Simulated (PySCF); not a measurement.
**Bond curve of GeCl**

Set-up: Ge cc-pVDZ-PP with ECP10, Cl cc-pV(D+d)Z; scalar-relativistic core potentials (PySCF 2.14). Energies in eV from Ge + Cl in their ground configurations at the same level. State: ²Π (doublet), unpaired electrons π ↑.

All columns are PBE. A positive dipole means Ge(−)Cl(+).

```tsv
R (Å)	E (eV)	μ (D)	Mulliken charge on Ge (basis-dependent)	HOMO (eV)	LUMO (eV)	Mayer bond order	⟨S²⟩
1.892	-3.093	0.14	0.04	-3.39	-3.28	1.41	0.75
1.980	-3.696	-0.40	0.10	-3.58	-3.46	1.35	0.75
2.068	-4.034	-0.94	0.15	-3.75	-3.63	1.29	0.75
2.134	-4.162	-1.34	0.19	-3.88	-3.76	1.26	0.75
2.200	-4.211	-1.72	0.22	-4.01	-3.88	1.22	0.75
2.266	-4.198	-2.10	0.25	-4.13	-3.99	1.19	0.75
2.354	-4.112	-2.58	0.28	-4.29	-4.14	1.15	0.75
2.464	-3.930	-3.14	0.32	-4.47	-4.32	1.11	0.75
2.596	-3.647	-3.77	0.34	-4.67	-4.52	1.08	0.75
2.772	-3.224	-4.53	0.37	-4.91	-4.75	1.04	0.76
```

A fit through these points gives, at Re = 2.217 Å, μ = -1.82 D and dμ/dR = -5.73 D/Å; the reduced mass is 23.74 u.

Problem. How strong is the fundamental in the double-harmonic approximation, I = 42.26·(dμ/dR)²/μred km/mol?

Solution. I = 42.26·(-5.73)²/23.74 = 58.4 km/mol at PBE.

Spin–orbit coupling is left out. The state is the lowest determinant that a PBE0 search found; another state may lie lower at other levels.
